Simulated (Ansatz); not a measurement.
Basis-set series for CH4BClO, SMILES `OCBCl`. The species carries charge 0 and has multiplicity 1. Geometry: relaxed with PBE0-D4/def2-TZVP. It is one conformer, not always the lowest.

Z-matrix (Å, degrees):
```
C
B 1 1.549
O 1 1.404 2 119.2
H 1 1.105 2 106.4 3 -124.9
H 1 1.104 2 106.6 3 125.0
Cl 2 1.749 1 120.1 3 0.4
H 2 1.191 1 122.1 3 -179.7
H 3 0.962 1 108.3 2 -0.7
```

```
functional       basis  functions  energy (Eh)  HOMO (eV)  LUMO (eV)
   PBE0-D4    def2-SVP         80   -600.24528      -7.78      -1.33
   PBE0-D4  def2-TZVPP        191   -600.56750      -8.12      -1.47
   ωB97M-V    def2-SVP         80   -600.47172     -10.20       0.78
   ωB97M-V  def2-TZVPP        191   -600.79844     -10.56       0.56
```

Q: Give the rows for def2-QZVPP. (Best estimate.)

A: Computed: 
```json
{"functional": "PBE0-D4", "basis": "def2-QZVPP", "functions": "361", "energy (Eh)": "-600.58939", "HOMO (eV)": "-8.18", "LUMO (eV)": "-1.52"}
{"functional": "ωB97M-V", "basis": "def2-QZVPP", "functions": "361", "energy (Eh)": "-600.81941", "HOMO (eV)": "-10.62", "LUMO (eV)": "0.48"}
```

Positive LUMOs are unbound and depend on the basis.
